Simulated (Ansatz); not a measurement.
CH6O2SiZn, SMILES `C[O][Zn][O][SiH3]`. Charge 0, multiplicity 1.

```xyz
11

C     1.578    2.083    1.223
O     0.772    1.037    1.694
Zn    0.058   -0.236    0.712
O    -0.688   -1.602   -0.098
Si   -1.571   -2.008   -1.398
H     1.056    2.732    0.507
H     2.500    1.728    0.744
H     1.869    2.704    2.076
H    -2.132   -3.372   -1.206
H    -0.742   -2.008   -2.638
H    -2.701   -1.058   -1.616
```

(1) List the harmonic frequencies (cm⁻¹, unscaled) at PBE0-D4/def2-TZVP in Ansatz. (Estimate.)

Answers

(1) Computed: 10i, 16, 53, 89, 114, 169, 236, 457, 640, 724, 732, 954, 959, 993, 1056, 1140, 1172, 1197, 1480, 1495, 1495, 2185, 2195, 2220, 2989, 3040, 3075.
